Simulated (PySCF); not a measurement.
Compound: C8H7S (doublet state).
Structure used (GFN2-xTB), in Å, numbered top down from 1:
```
atom  x, y, z in Å
C1     3.264   -0.606    0.162
C2     2.324   -1.203   -0.597
C3     0.949   -0.895   -0.609
C4     0.332    0.101    0.159
C5     0.859    0.962    1.042
S6     1.212    2.056    2.091
C7    -1.077    0.309    0.049
C8    -2.262    0.499   -0.031
C9    -3.686    0.699   -0.155
H10    3.010    0.185    0.847
H11    4.299   -0.894    0.115
H12    2.628   -1.998   -1.268
H13    0.298   -1.461   -1.258
H14   -4.216    0.055    0.548
H15   -4.012    0.461   -1.167
H16   -3.931    1.738    0.062
```

The hyperfine couplings belong to this conformer and change with its torsions.

The species is `[CH2]/C=C\C(=C=S)C#CC` [radical].

Method used: UKS B3LYP, pcH-1 on C H S, non-relativistic, mean-field spin-orbit, GIAO in PySCF. The structure is a single GFN2-xTB conformer in the gas phase; no vibrational or solvent corrections. The geometry wasn't refined by DFT: couplings that depend on bond lengths, twists or pyramidal angles can differ widely from those at the functional's own minimum. The SCF solution wasn't tested for stability. ⟨S²⟩ is 0.784 where a pure state has 0.75.

Principal values of hyperfine tensors in MHz (contact, dipolar and spin–orbit terms together), for some of the nuclei:

| atom | isotope | A1 | A2 | A3 |
| --- | --- | --- | --- | --- |
| C3 | 13C | 5.06 | 8.08 | 132.50 |
| H13 | 1H | -56.20 | -35.85 | -14.37 |
| C1 | 13C | 1.05 | 3.32 | 101.53 |
| C4 | 13C | -53.91 | -27.22 | -22.77 |
| C5 | 13C | -0.34 | 6.97 | 83.53 |
| H11 | 1H | -44.43 | -28.33 | -10.71 |
| H10 | 1H | -39.98 | -28.67 | -11.56 |
| H12 | 1H | 5.55 | 8.05 | 14.76 |

Problem. Give the isotropic coupling of each nucleus in MHz and in mT (g = 1.9960), and the anisotropic part.

Solution. a_iso = (A1 + A2 + A3)/3, Ti = Ai − a_iso; 1 mT corresponds to 27.937 MHz. The tensors hold a spin–orbit part: the run splits a_iso into a_FC + a_SO, and T includes its anisotropic share.

```json
{"atom": "C3", "a_iso (MHz)": "48.55", "a_FC": "48.44", "a_SO": "0.10", "a_iso (mT)": "1.738", "T1": "-43.48", "T2": "-40.47", "T3": "83.95"}
{"atom": "H13", "a_iso (MHz)": "-35.48", "a_FC": "-35.51", "a_SO": "0.04", "a_iso (mT)": "-1.270", "T1": "-20.73", "T2": "-0.38", "T3": "21.10"}
{"atom": "C1", "a_iso (MHz)": "35.30", "a_FC": "35.44", "a_SO": "-0.14", "a_iso (mT)": "1.264", "T1": "-34.25", "T2": "-31.98", "T3": "66.23"}
{"atom": "C4", "a_iso (MHz)": "-34.63", "a_FC": "-34.64", "a_SO": "0.01", "a_iso (mT)": "-1.240", "T1": "-19.27", "T2": "7.41", "T3": "11.86"}
{"atom": "C5", "a_iso (MHz)": "30.06", "a_FC": "31.28", "a_SO": "-1.23", "a_iso (mT)": "1.076", "T1": "-30.39", "T2": "-23.08", "T3": "53.48"}
{"atom": "H11", "a_iso (MHz)": "-27.82", "a_FC": "-27.82", "a_SO": "0.00", "a_iso (mT)": "-0.996", "T1": "-16.60", "T2": "-0.50", "T3": "17.11"}
{"atom": "H10", "a_iso (MHz)": "-26.73", "a_FC": "-26.81", "a_SO": "0.08", "a_iso (mT)": "-0.957", "T1": "-13.24", "T2": "-1.93", "T3": "15.18"}
{"atom": "H12", "a_iso (MHz)": "9.45", "a_FC": "9.47", "a_SO": "-0.01", "a_iso (mT)": "0.338", "T1": "-3.90", "T2": "-1.41", "T3": "5.31"}
```

Problem. What spin density at the nucleus of H11 lies behind its contact coupling (g_N = 5.58569)?

Solution. a_FC = 800.24 MHz bohr³ × g_N × ρ(0)/(2S). With a_FC = -27.82 MHz and 2S = 1, ρ(0) = -0.006224 bohr⁻³. In magnitude that is 2.0 % of the 1/π = 0.318 of a free hydrogen atom.

Problem. C2 (13C, g_N = 1.40482) isn't in the table. Its spin density at the nucleus is -0.03186 bohr⁻³. What is its contact coupling?

Solution. By the same relation, a_FC = -35.8 MHz. Its full tensor has the principal values -58.50, -26.59, -22.33 MHz.

Problem. Which nucleus of the table has the largest anisotropic coupling, and what is its form?

Solution. C3: -43.5, -40.5, 84.0 MHz (the dipolar term alone has -43.1, -41.0, 84.1), nearly axial, close to the ratio −1:−1:+2, the form that spin in one p orbital centred on that nucleus gives.

Problem. What first-order splitting does C1 cause when the field lies along A1, A2 or A3 of its tensor (g taken as isotropic, no quadrupole term)?

Solution. 2 lines (I = 1/2), spaced by |A_i|/(g × 13.996): 0.04, 0.12, 3.63 mT along the axes of A1, A2 and A3.

Time: 2.2 min (grids of density and orbitals included); peak memory 1.1 GiB. Hardware: an Arm Neoverse V2 with one thread, shared host with 32 logical CPUs at a one-minute load of 30.
